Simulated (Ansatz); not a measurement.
`F[SiH](S)[O][GeH3]` + CH₃SH → `CS[SiH](F)S` + `[OH][GeH3]`  (ligand exchange at the Si–O bond)

Calculated with Ansatz (gas phase, PBE0-D4/def2-TZVP geometries, no zero-point term in ΔE). CBS: MP2 limit from def2 TZ/QZ plus the TZ coupled-cluster correction, frozen cores. This one scheme is used for every species. Functionals use def2-TZVPP. For Ge outer-core shells are correlated without core-valence functions, which leaves a few kJ/mol of doubt a bond. Scalar relativity is left out up to krypton. One conformer a species, not always the lowest.

```json
{"level": "revPBE-D4", "ΔE (kJ/mol)": "43.3"}
{"level": "ωB97X-V", "ΔE (kJ/mol)": "64.9"}
{"level": "LC-ωPBE", "ΔE (kJ/mol)": "63.1"}
{"level": "CCSD(T)/def2-SVP", "ΔE (kJ/mol)": "70.5"}
```

(1) What does CCSD(T)/CBS give? (Estimate.)

(2) What do rigid-rotor, harmonic-oscillator terms from PBE0-D4/def2-TZVP frequencies (298.15 K, 1 bar) make of the CCSD(T)/CBS value? (Best estimate.)

Largest T1 diagnostic among the species: 0.012.

## Answers

(1) Ansatz gave: +64.4 kJ/mol. The listed levels differ from it by -21.1, 0.5, -1.3, 6.1 kJ/mol.

(2) The calculation gave: ΔZPE = +4.5 kJ/mol, ΔH = +68.8 kJ/mol, ΔS = -10 J/(mol·K), ΔG = +71.7 kJ/mol. Modes under 50 cm⁻¹ make the entropy rough.

At CCSD(T), def2-SVP lies +6.1 kJ/mol from the extrapolated value and def2-TZVPP +4.9 kJ/mol. From r2SCAN to r2SCAN0 (25 % exact exchange), in def2-TZVPP and without D4, ΔE moves by +3.8 kJ/mol.

CCSD(T)/CBS has its own doubt, a few kJ/mol and more with outer-core shells, so smaller differences from it don't rank the levels.
